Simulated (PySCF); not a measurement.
**Correlation energy of Rb(2+) (rubidium, charge +2)**

[Ar] 3d10 4s2 4p5, 2P determinant. Calculation: PySCF 2.14, in Sapporo-DKH3-DZP-2012; the spin-free X2C one-electron Hamiltonian (Gaussian nucleus). Frozen: [Ar] 3d10 4s2; 5 electrons correlated.

Total MP2 correlation energy: -72.80 mhartree.

Same-spin part -22.00 and opposite-spin part -50.80 mhartree; SCS-MP2 scales them by 1/3 and 6/5 to -68.29 mhartree.

| level | correlation energy (mhartree) |
| --- | --- |
| CCSD | -83.35 |
| (T) | -0.08 |
| CCSD(T) | -83.43 |

Diagnostics: T1 = 0.0011, D1 = 0.0019, largest double amplitude 0.040.

Cost of the coupled-cluster step: 0.13 s of wall time on 1 thread of Neoverse-V1 (shared host), for 5 correlated electrons.

Iterations:

```
CC2 = 0
CCSD nocc = (np.int64(3), np.int64(2)), nmo = (20, 20)
frozen orbitals [[0, 1, 2, 3, 4, 5, 6, 7, 8, 9, 10, 11, 12, 13, 14], [0, 1, 2, 3, 4, 5, 6, 7, 8, 9, 10, 11, 12, 13, 14]]
max_cycle = 100
direct = 0
conv_tol = 1e-08
conv_tol_normt = 1e-06
diis_space = 8
diis_start_cycle = 0
Init t2, MP2 energy = -0.0727987058785668
Init E_corr(UCCSD) = -0.072798705904433
cycle = 1  E_corr(UCCSD) = -0.0818786487359265  dE = -0.00907994283  norm(t1,t2) = 0.0211904
cycle = 2  E_corr(UCCSD) = -0.0830678427671708  dE = -0.00118919403  norm(t1,t2) = 0.00434212
cycle = 3  E_corr(UCCSD) = -0.0833546463715292  dE = -0.000286803604  norm(t1,t2) = 0.00132343
cycle = 4  E_corr(UCCSD) = -0.0833449141113724  dE = 9.73226016e-06  norm(t1,t2) = 0.000168031
cycle = 5  E_corr(UCCSD) = -0.0833453644227824  dE = -4.5031141e-07  norm(t1,t2) = 3.95307e-05
cycle = 6  E_corr(UCCSD) = -0.0833453116982546  dE = 5.27245278e-08  norm(t1,t2) = 3.38773e-06
cycle = 7  E_corr(UCCSD) = -0.0833453203857085  dE = -8.68745387e-09  norm(t1,t2) = 2.50043e-07
UCCSD converged
E(UCCSD) = -2977.943442044373  E_corr = -0.08334532038570847
UCCSD(T) correction = -8.45540559339239e-05
```
